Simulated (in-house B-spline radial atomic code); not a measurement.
A fraction x of an electron is moved 3p → 3d in P III (P2+), starting from [Ne] 3s2 3p1 and keeping the highest spin. Computed with a radial B-spline atomic code at the basis-set limit: scalar-relativistic (X2C) r2SCAN, spin-polarised, spherical fractional occupations, Fermi nucleus of rms radius 3.1889 fm.

```tsv
x	E(x) - E(0) (eV)	3p up level (eV)	3d up level (eV)
0	0.0000	-24.924	-
0.125	1.6636	-25.095	-11.845
0.25	?	?	?
0.375	4.9604	-25.410	-12.272
0.5	6.6003	-25.555	-12.454
0.625	?	?	?
0.75	9.8664	-25.812	-12.784
0.875	11.4926	-25.926	-12.935
1	13.1140	-	-13.077
```

(1) What belongs in the row x = 0.25?

(2) What belongs in the row x = 0.625?

(3) Check Janak's theorem between x = 0.375 and 0.5.

Results:

(1) An energy change of 3.3153 eV; 3p up at -25.257 eV, 3d up at -12.073 eV.

(2) An energy change of 8.2356 eV; 3p up at -25.689 eV, 3d up at -12.624 eV.

(3) The slope of the energy is 13.12 eV; the orbital levels give 13.12 eV (ε of the receiving orbital less ε of the emptying one, averaged over the two points).
